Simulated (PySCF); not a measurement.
Radial density of Pt⁵⁶⁺ (platinum, charge +56)

UHF, [Ar] 3d4, high-spin 5D determinant. All numbers are calculated (PySCF 2.14, scalar relativity by spin-free X2C-1e, in an uncontracted even-tempered set (17 s from 15 bohr⁻², ratio 2.5; 13 p from 19 bohr⁻², ratio 2.5; 7 d from 19 bohr⁻², ratio 2.5; 4 f from 70 bohr⁻², ratio 2.7; 3 g from 100 bohr⁻², ratio 2.7)).

```csv
r (bohr),4πr²ρ (e/bohr),4πr²(ρα − ρβ)
0.0139,106.3,0.0104
0.0234,94.07,0.1696
0.0393,126.4,1.6280
0.0661,119.8,9.5246
0.111,74.53,25.5986
0.187,72.53,19.1531
0.315,7.346,1.6740
0.529,0.03138,0.0084
```

Densities and radii are taken from the X2C orbitals without a picture-change correction, which distorts them close to the nucleus.

Spin-orbit coupling is strong in this species (close to jj coupling), so the high-spin LS determinant is a model state, not a physical level.
